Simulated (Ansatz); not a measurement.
Geometry optimisation, RKS B3LYP/def2-SVP (Ansatz).

input.yaml

```yaml
crystal:
  periodic: [false, false, false]
  atoms:
    - { symbol: Ga, position_ang: [-0.014228, 0.411709, -0.342263] }
    - { symbol: H, position_ang: [-0.672368, 0.505285, 1.087201] }
    - { symbol: H, position_ang: [1.497692, 0.794144, -0.528052] }
    - { symbol: H, position_ang: [-0.92579, 0.019337, -1.561939] }
    - { symbol: "N", position_ang: [-0.062129, -2.184668, 1.386456] }
    - { symbol: H, position_ang: [-0.810983, -2.822884, 1.115171] }
    - { symbol: Si, position_ang: [1.252271, -2.836838, 2.350078] }
    - { symbol: H, position_ang: [1.44384, -4.25677, 1.913445] }
    - { symbol: H, position_ang: [2.495257, -2.048164, 2.097202] }
    - { symbol: H, position_ang: [0.998652, -2.822573, 3.833846] }
    - { symbol: H, position_ang: [-0.475415, -1.268978, 1.657756] }
basis:
  gaussian: { orbitals: def2-SVP }
hamiltonian:
  xc: b3lyp
relax:
  f_tol: 0.03
  max_steps: 50
output:
  orbitals: {}
```

Launched with:

```bash
$ ansatz run input.yaml --threads 2 --pin off --max-ram 3072MiB --backend cpu --events-out ev --progress --plain --runs-dir out
```

Task: Where does it end, and by what steps?

Result: It converged. The force dipped under the threshold on the way, but the program's further checks kept it going. After 14 steps the energy has fallen by 0.675 eV; H8 moved furthest, 1.43 Å. Joined: Ga1–N5 (3.12 → 2.21 Å).

```tsv
step	energy less start (eV)	largest force component (eV/Å)	accepted
0	0.0000	0.836	yes
1	-0.1397	0.876	yes
2	-0.2620	1.343	yes
3	-0.4296	1.223	yes
4	-0.5414	0.509	yes
5	-0.5726	0.326	yes
6	-0.5933	0.145	yes
7	-0.6166	0.081	yes
8	-0.6302	0.311	yes
9	-0.6415	0.246	yes
10	-0.6652	0.086	yes
11	-0.6730	0.016	yes
12	-0.6737	0.060	yes
13	-0.6699	0.130	no
14	-0.6745	0.004	yes
```

```xyz
11
Properties=species:S:1:pos:R:3
Ga 0.104 -0.227 -0.068
H -0.240 1.053 0.800
H 1.636 -0.544 -0.338
H -0.955 -0.722 -1.137
N -0.263 -1.766 1.481
H -0.881 -2.451 1.039
Si 1.249 -2.499 2.132
H 1.889 -3.234 1.016
H 2.087 -1.388 2.645
H 0.921 -3.442 3.242
H -0.820 -1.290 2.195
```

Whether the end is a true minimum wasn't checked by a vibrational analysis.

The run took 47 s on 2 threads of Arm Neoverse V2 (shared host), peak memory 0.23 GiB.
